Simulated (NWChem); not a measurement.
Molecule: NH2SeI; SMILES [Se](N)I

```xyz
5

Se     0.3829     1.3433     0.0000
I     -0.0158    -1.2156     0.0000
N     -1.2309     2.1067     0.0000
H     -1.7833     2.0032     0.8468
H     -1.7833     2.0032    -0.8468
```
Atoms are numbered in this order, from 1.

Results from NWChem. Structure relaxed at the PBE0/def2-SVP level. def2 effective core potentials on I; no spin-orbit coupling.

Q: Predict the results for PW91/def2-SVP. Quantities: highest occupied level (eV); orbital gap (eV); dipole (D).

A: 
```yaml
highest occupied level (eV): -5.26
orbital gap (eV): 2.17
dipole (D): 2.37
```
